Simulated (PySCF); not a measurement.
Isomers of C8H7N, mass 117.058 u with the commonest isotopes. Theory: PBE0/pcSseg-1 in PySCF (dipole) on a GFN2-xTB geometry, gas phase. One conformer each, none proved a minimum here; rigid rotors.

Question: Order these by out-of-plane moment Σ m c² = (Ia + Ib − Ic)/2, largest first.
A. `[CH:1]#[C:2][CH2:3][c:4]1[cH:5][cH:6][n:7][cH:8][cH:9]1` with C2–C3–C4–C5 91°
B. `c1ccc2[nH]ccc2c1` (indole)
C. `C=C1C=C(C)C(C#N)=C1`
D. `[CH2:1]=[CH:2][CH:3]=[C:4]=[CH:5]/[CH:6]=[CH:7]/[C:8]#[N:9]` with C1–C2–C3–C4 180°, C4–C5–C6–C7 180°

Answer: A (45.25 u·Å²), D (13.42 u·Å²), C (1.55 u·Å²), B (0.00 u·Å²).

Question: Order these by radius of gyration √(Σ m r²/M), largest first.
A. `C#Cc1ccc(C)nc1`
B. `[CH:1]#[C:2][CH2:3][c:4]1[cH:5][cH:6][n:7][cH:8][cH:9]1` with C2–C3–C4–C5 91°
C. indole, `C1=CC=C2NC=CC2=C1`
D. `[CH2:1]=[CH:2][CH:3]=[C:4]=[CH:5]/[CH:6]=[CH:7]/[C:8]#[N:9]` with C1–C2–C3–C4 180°, C4–C5–C6–C7 180°

Answer: D (3.096 Å), A (2.235 Å), B (2.183 Å), C (1.922 Å).

Question: Order these by rotational constant A, smallest first.
A. `[CH:1]#[C:2][CH2:3][c:4]1[cH:5][cH:6][n:7][cH:8][cH:9]1` with C2–C3–C4–C5 91°
B. `[CH2:1]=[CH:2][CH:3]=[C:4]=[CH:5]/[CH:6]=[CH:7]/[C:8]#[N:9]` with C1–C2–C3–C4 180°, C4–C5–C6–C7 180°
C. `C=C1C=C(C)C(C#N)=C1`
D. `C#Cc1cnc(C)cc1`

Answer: C (3074 MHz), A (3912 MHz), D (5739 MHz), B (7392 MHz).

| SMILES | point group | Ia (u·Å²) | Ib (u·Å²) | Ic (u·Å²) | κ | μa (D) | μb (D) | μc (D) |
| --- | --- | --- | --- | --- | --- | --- | --- | --- |
| C#CCc1ccncc1 | – | 129.19 | 473.72 | 512.42 | -0.94 | 1.90 | 0.07 | 1.11 |
| c1ccc2[nH]ccc2c1 | Cs | 128.65 | 303.73 | 432.38 | -0.64 | 1.57 | 1.58 | 0.00 |
| C=C1C=C(C)C(C#N)=C1 | Cs | 164.40 | 388.78 | 550.08 | -0.65 | 4.64 | 1.25 | 0.00 |
| C#Cc1ccc(C)nc1 | Cs | 88.06 | 498.10 | 583.03 | -0.94 | 0.07 | 1.85 | 0.00 |
| C=CC=C=C/C=C/C#N | C1 | 68.37 | 1066.81 | 1108.34 | -0.99 | 4.81 | 1.95 | 0.37 |
